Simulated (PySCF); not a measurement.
C6H4N2, SMILES C#Cc1cncnc1.

The structure is a stationary point at PBE0-D3(BJ)/def2-SVP.

Calculation: PBE/def2-TZVP run with PySCF.

Gas-phase values at a fixed geometry.

The total energy is -340.17772 hartree and the point group comes out as C2v. The highest occupied level comes out as -6.01 eV, the lowest empty level is -2.63 eV and the orbital gap is 3.37 eV. The dipole moment comes out as 1.93 D and the quadrupole, principal values (traceless, Buckingham form, about the centre of nuclear charge) is -4.49, -3.11, 7.60 D·Å.
